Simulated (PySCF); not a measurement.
Correlation energy of Sn²⁺ (tin, charge +2)

[Kr] 4d10 5s2, closed-shell 1S. Calculation: PySCF 2.14, in aug-cc-pwCVTZ-DK3 (10s9p7d4f1g, 109 functions); the spin-free X2C one-electron Hamiltonian (Gaussian nucleus). Frozen: [Kr] 4d10; 2 electrons correlated.

With two correlated electrons CCSD is exact within the correlated space (frozen core and kept virtual orbitals).

```tsv
level	correlation energy (mhartree)
CCSD	-34.54
```

Diagnostics: T1 = 0.0043, D1 = 0.0061, largest double amplitude 0.100.

Is a single reference adequate?

Mostly. T1 lies below 0.03, but a double amplitude of this size points to a near-degeneracy that CCSD handles and MP2 describes poorly.
